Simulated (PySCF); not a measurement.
Isomers of C4H5F3O2, mass 142.024 u with the commonest isotopes. Theory: CAM-B3LYP/def2-SVPD in PySCF (dipole) on a GFN2-xTB geometry, gas phase. One conformer each, none proved a minimum here; rigid rotors.

Task: Order these by radius of gyration √(Σ m r²/M), smallest first.
A. `[CH3:1][O:2][C@:3]1([C:4]([F:5])([F:6])[F:7])[CH2:8][O:9]1` with C1–O2–C3–C4 -85°
B. `[F:1][C@H:2]1[O:3][CH2:4][CH2:5][O:6][C:7]1([F:8])[F:9]` with F1–C2–O3–C4 68°, C2–O3–C4–C5 58°, O3–C4–C5–O6 -58°, C4–C5–O6–C7 54°
C. `[CH3:1][CH2:2][O:3][C:4](=[O:5])[C:6]([F:7])([F:8])[F:9]` with C1–C2–O3–C4 81°, C2–O3–C4–O5 1°

Result: B (1.754 Å), A (1.822 Å), C (2.062 Å).

Task: Order these by out-of-plane moment Σ m c² = (Ia + Ib − Ic)/2, smallest first.
A. `[CH3:1][O:2][C@:3]1([C:4]([F:5])([F:6])[F:7])[CH2:8][O:9]1` with C1–O2–C3–C4 -85°
B. `[CH3:1][CH2:2][O:3][C:4](=[O:5])[C:6]([F:7])([F:8])[F:9]` with C1–C2–O3–C4 81°, C2–O3–C4–O5 1°
C. `[F:1][C@H:2]1[O:3][CH2:4][CH2:5][O:6][C:7]1([F:8])[F:9]` with F1–C2–O3–C4 68°, C2–O3–C4–C5 58°, O3–C4–C5–O6 -58°, C4–C5–O6–C7 54°

Result: B (63.67 u·Å²), A (68.42 u·Å²), C (69.96 u·Å²).

Task: Order these by dipole moment, largest first.
A. `[CH3:1][CH2:2][O:3][C:4](=[O:5])[C:6]([F:7])([F:8])[F:9]` with C1–C2–O3–C4 81°, C2–O3–C4–O5 1°
B. `[F:1][C@H:2]1[O:3][CH2:4][CH2:5][O:6][C:7]1([F:8])[F:9]` with F1–C2–O3–C4 68°, C2–O3–C4–C5 58°, O3–C4–C5–O6 -58°, C4–C5–O6–C7 54°
C. `[CH3:1][O:2][C@:3]1([C:4]([F:5])([F:6])[F:7])[CH2:8][O:9]1` with C1–O2–C3–C4 -85°

Result: A (3.55 D), B (3.28 D), C (1.83 D).

```tsv
SMILES	point group	Ia (u·Å²)	Ib (u·Å²)	Ic (u·Å²)	κ	μa (D)	μb (D)	μc (D)
F[C@H]1OCCOC1(F)F	C1	224.17	282.78	367.02	-0.07	2.90	1.52	0.14
CCOC(=O)C(F)(F)F	C1	159.69	507.97	540.31	-0.95	3.31	1.26	0.28
CO[C@]1(C(F)(F)F)CO1	C1	226.81	313.27	403.24	-0.26	1.70	0.51	0.47
```
